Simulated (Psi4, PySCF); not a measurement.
CH4AlBrO (SMILES [CH3][Al]([OH])[Br]), singlet, geometry from GFN2-xTB (such geometries of metal compounds can be far from the true shape), atoms displaced at random by about 0.08 Å a coordinate. Base run: PySCF with PBE/STO-3G, gradient.

Input for PySCF:
```python
from pyscf import gto, scf, dft

mol = gto.M(
    atom='''
Al   -0.956890    0.112857    0.233390
Br    1.190304   -0.108120   -0.605636
C    -1.494337   -1.076452    1.967172
H    -2.204863   -1.897304    1.694783
H    -1.890044   -0.287759    2.728047
H    -0.532674   -1.536457    2.413500
O    -1.990519    1.018683   -0.613751
H    -2.500335    1.590803   -1.010339
''',
    basis='sto-3g',
    charge=0,
    spin=0,
    verbose=4,
)

mf = dft.RKS(mol)
mf.xc = 'pbe'
mf.kernel()
g = mf.nuc_grad_method()
grad = g.kernel()
```

Programs used: Psi4, PySCF; a row that names a program was run with it.

The coordinate followed is y of atom 3.

Each row names what was changed in the base input (with any setting that the change needs).

| change | dE/dx (Eh/bohr) | net force (Eh/bohr) |
|---|---|---|
| base | -0.049024 | 0.000281 |
| grids.level = 1; grid_response = on | -0.049022 | 0.000000 |
| finite difference step (bohr) = 0.2; conv_tol = 1e-11 | -0.049485 | - |
| density fitting = on; auxbasis_response = off | -0.048988 | 0.002860 |
| finite difference step (bohr) = 1e-5; conv_tol = 1e-11 | -0.049022 | - |
| conv_tol = 1e-11 | -0.049024 | 0.000281 |
| grids.level = 5; grid_response = off | -0.049022 | 0.000011 |
| code = psi4 | -0.049051 | 0.000323 |
| finite difference step (bohr) = 1e-3; conv_tol = 1e-11 | -0.049022 | - |
| density fitting = on | -0.049027 | 0.000281 |
| grids.level = 0; grid_response = on | -0.050696 | 0.000000 |
| conv_tol = 1e-6 | -0.049024 | 0.000281 |

The net force is zero for an exact gradient.
